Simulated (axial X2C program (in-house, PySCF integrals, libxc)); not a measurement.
**Spin–orbit effects down a group: molecules with S (ions), CCSD(T)**

Computed with an axial X2C code built on PySCF integrals, spin-free (one-electron X2C) or two-component (2c: spin–orbit coupling with atomic mean-field Coulomb and Gaunt terms, which also bring small scalar terms), in Dyall basis sets with cores contracted in-house; open shells are unrestricted.

Basis sets: Al dyall-av3z, B dyall-av3z, Ga dyall-acv3z, In dyall-acv3z, S dyall-av3z. Frozen shells (counts by l): BS⁻ S 2s1p, B 1s, 10 electrons correlated; AlS⁻ S 2s1p, Al 2s1p, 10 electrons correlated; GaS⁻ Ga 3s2p1d, S 2s1p, 10 electrons correlated; InS⁻ In 4s3p2d, S 2s1p, 10 electrons correlated. Coupled cluster in natural virtuals with an MP2 remainder. Where the outer core of a metal is frozen, bonds come out longer and ionisation energies lower.

```json
{"molecule": "BS⁻", "spin-free state": "M_S = 0, Λ = 0", "Re (Å)": "1.697", "ωe (cm⁻¹)": "988.1", "De (eV)": "5.92", "2c state": "Ω = 0", "Re 2c (Å)": "1.697", "ωe 2c (cm⁻¹)": "987.7", "De 2c (eV)": "5.90"}
{"molecule": "AlS⁻", "spin-free state": "M_S = 0, Λ = 0", "Re (Å)": "2.114", "ωe (cm⁻¹)": "565.6", "De (eV)": "4.70", "2c state": "Ω = 0", "Re 2c (Å)": "2.114", "ωe 2c (cm⁻¹)": "565.5", "De 2c (eV)": "4.68"}
{"molecule": "GaS⁻", "spin-free state": "M_S = 0, Λ = 0", "Re (Å)": "2.154", "ωe (cm⁻¹)": "440.3", "De (eV)": "4.24", "2c state": "Ω = 0", "Re 2c (Å)": "2.154", "ωe 2c (cm⁻¹)": "440.1", "De 2c (eV)": "4.17"}
{"molecule": "InS⁻", "spin-free state": "M_S = 0, Λ = 0", "Re (Å)": "2.355", "ωe (cm⁻¹)": "378.3", "De (eV)": "3.76", "2c state": "Ω = 0", "Re 2c (Å)": "2.356", "ωe 2c (cm⁻¹)": "378.0", "De 2c (eV)": "3.59"}
```

Fragments in 2c: S- + B, S- + Al, Ga + S-, In + S-. Each entry is the lowest single determinant of a limited PBE0 search at one distance. De goes to single-determinant-based atoms at the same level (for ions the charge split of lowest energy) and is withheld (n/a) where an atom does not fit its ground term or J level. Main or longest-lived isotopes.
